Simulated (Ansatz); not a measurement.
Ansatz (a quantum-chemistry and plane-wave program) input (CCSD(T)/def2-SVPD):

Ansatz 0.2 input:
```yaml
crystal:
  periodic: [false, false, false]
  atoms:
    - {symbol: Se, position_ang: [0.02480627, 0.03592155, 0.57304979]}
    - {symbol: I, position_ang: [1.25329058, -2.36499159, -0.09087859]}
    - {symbol: I, position_ang: [-1.26920403, 2.34194758, -0.27673826]}
basis:
  gaussian:
    orbitals: def2-SVPD
total_charge: -1
magnetization: {spin_polarized: true, initial_magnetization: 1}
correlation: {method: ccsd_t, electrons: outside_noble_gas}
```

Output:

```
Functional definition: HF
integrals: 0.33 GiB planned
1275 factors; integrals over basis functions are off by at most 2.0e-4 eV
mean field: 1.06 GiB planned
mean field evaluation 1: about -81441.6770 eV, gradient 9.8e0 eV
mean field evaluation 2: about -81441.7316 eV, gradient 9.8e0 eV
mean field evaluation 4: about -81442.5476 eV, gradient 1.6e0 eV
mean field evaluation 8: about -81442.6084 eV, gradient 3.1e-2 eV
mean field evaluation 16: about -81442.4980 eV, gradient 1.6e0 eV
mean field evaluation 32: about -81441.4717 eV, gradient 5.4e0 eV
mean field evaluation 64: about -81442.6026 eV, gradient 2.0e-1 eV
mean field evaluation 96: about -81442.2019 eV, gradient 5.6e-2 eV
mean field evaluation 128: about -81439.4261 eV, gradient 9.4e-1 eV
mean field evaluation 160: about -81439.4809 eV, gradient 5.1e-3 eV
mean field evaluation 192: about -81440.6381 eV, gradient 1.5e-2 eV
mean field evaluation 224: about -81439.8631 eV, gradient 2.7e0 eV
mean field evaluation 256: about -81439.1397 eV, gradient 3.1e0 eV
mean field evaluation 288: about -81440.3506 eV, gradient 7.8e-1 eV
mean field evaluation 320: about -81440.6379 eV, gradient 5.1e-2 eV
mean field evaluation 352: about -81440.2833 eV, gradient 4.4e-4 eV
mean field evaluation 384: about -81439.7422 eV, gradient 8.0e-4 eV
mean field evaluation 416: about -81439.4761 eV, gradient 4.4e-1 eV
mean field evaluation 448: about -81438.7381 eV, gradient 3.2e0 eV
mean field evaluation 480: about -81442.2974 eV, gradient 2.6e0 eV
mean field evaluation 512: about -81442.5083 eV, gradient 1.1e0 eV
mean field evaluation 544: about -81439.4520 eV, gradient 8.8e-3 eV
mean field evaluation 576: about -81439.4151 eV, gradient 3.3e-1 eV
mean field -81442.60839654 eV, -2992.9606547901 hartree, gradient 8.2e-6 eV, S^2 0.767121; 16 other end points of the search recorded, 0 dependent functions left out
determinant -81442.60839654 eV, -2992.9606547901 hartree, with singles and doubles -81452.38152519 eV, -2993.3198106437 hartree
determinant -81442.20203266 eV, -2992.9457211929 hartree, with singles and doubles -81451.95044546 eV, -2993.3039687557 hartree
determinant -81440.63815624 eV, -2992.8882497947 hartree, with singles and doubles -81450.13021397 eV, -2993.2370764822 hartree
determinant -81440.38940373 eV, -2992.8791083086 hartree, with singles and doubles -81450.01899705 eV, -2993.2329893359 hartree
determinant -81440.28326424 eV, -2992.8752077542 hartree, with singles and doubles -81449.98530356 eV, -2993.2317511229 hartree
determinant -81439.74696777 eV, -2992.8554992223 hartree, with singles and doubles -81449.86940454 eV, -2993.2274919123 hartree
determinant -81439.74216952 eV, -2992.8553228899 hartree, with singles and doubles -81449.91560282 eV, -2993.2291896680 hartree
determinant -81439.48085023 eV, -2992.8457195832 hartree, with singles and doubles -81449.75447464 eV, -2993.2232683166 hartree
determinant -81439.45195508 eV, -2992.8446577061 hartree, with singles and doubles -81449.73660950 eV, -2993.2226117848 hartree
determinant -81442.60839654 eV, -2992.9606547901 hartree, with singles and doubles -81452.39856842 eV, -2993.3204369706 hartree
determinant -81442.20203266 eV, -2992.9457211929 hartree, with singles and doubles -81451.96604389 eV, -2993.3045419874 hartree
32 core orbitals not correlated
reference -81442.60839654 eV, -2992.9606547901 hartree; 11, 10 occupied and 68, 69 virtual orbitals, 1275 factors
second order -8.98639764 eV of doubles, -0.00000000 eV of singles
coupled cluster: 0.55 GiB planned
cycle   1  -9.79017344 eV  change   -1.6e-6 eV  update   3.6e-6
coupled cluster: 0.55 GiB planned
perturbative correction -0.38725348 eV, -0.0142313028 hartree
Total energy: -81452.78582346 eV, -2993.3346683309 hartree
```
